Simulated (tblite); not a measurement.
Compound: C6H7P.
Numbering: `[CH:1]#[C:2][CH2:3]/[P:4]=[CH:5]/[CH:6]=[CH2:7]` (hydrogens: H8 on C1; H9, H10 on C3; H11 on C5; H12 on C6; H13, H14 on C7)

Computed geometry: GFN2-xTB, gas phase.

(1) List the bond lengths, angles and torsions at this level.

Results:

(1) 
| bond | length (bohr) | order |
| --- | --- | --- |
| C1≡C2 | 2.263 | triple |
| C2–C3 | 2.721 | single |
| C3–P4 | 3.568 | single |
| P4=C5 | 3.187 | double |
| C5–C6 | 2.702 | single |
| C6=C7 | 2.522 | double |
| C1–H8 | 1.982 | single |
| C3–H9, C3–H10 | 2.069 | single |
| C5–H11 | 2.049 | single |
| C6–H12 | 2.047 | single |
| C7–H13 | 2.037 | single |
| C7–H14 | 2.033 | single |

Bonds in one row agree within 0.02 bohr and their mean is given. Orders are formal, as drawn. A selection of angles:
| angle | degrees |
| --- | --- |
| C2–C1–H8 | 178.3 |
| C1–C2–C3 | 177.7 |
| C2–C3–P4 | 112.6 |
| C2–C3–H9 | 109.9 |
| P4–C3–H9 | 107.7 |
| H9–C3–H10 | 108.2 |
| C3–P4–C5 | 100.4 |
| P4–C5–C6 | 122.1 |
| P4–C5–H11 | 120.9 |
| C6–C5–H11 | 117.0 |
| C5–C6–C7 | 123.5 |
| C5–C6–H12 | 116.6 |
| C7–C6–H12 | 119.9 |
| C6–C7–H13 | 121.3 |
| C6–C7–H14 | 122.1 |
| H13–C7–H14 | 116.6 |

Torsions: C2–C3–P4–C5 -46° (synclinal); C3–P4–C5–C6 180° (antiperiplanar); P4–C5–C6–C7 -179° (antiperiplanar). The mirror-image conformer, all signs reversed, is as good.

The C–C distances run from 1.198 Å (C1≡C2, drawn triple) to 1.440 Å (C2–C3, drawn single), a spread of 0.242 Å. Of the pairs four or more bonds apart, C2···H11 is among the closest relative to their van der Waals radii: 2.59 Å, 89 % of the sum of Bondi's values. The C–P distances run from 1.686 Å (P4=C5, drawn double) to 1.888 Å (C3–P4, drawn single), a spread of 0.202 Å.

Point group: C1 (no symmetry element, even within 0.4 Å). Its GFN2-xTB frequencies are all real (lowest 36 cm⁻¹). One conformer, not necessarily the lowest. 3 starts were optimised and ended at 0.00, 0.01 and 0.82 kcal/mol (GFN2-xTB); the lowest of these is shown.
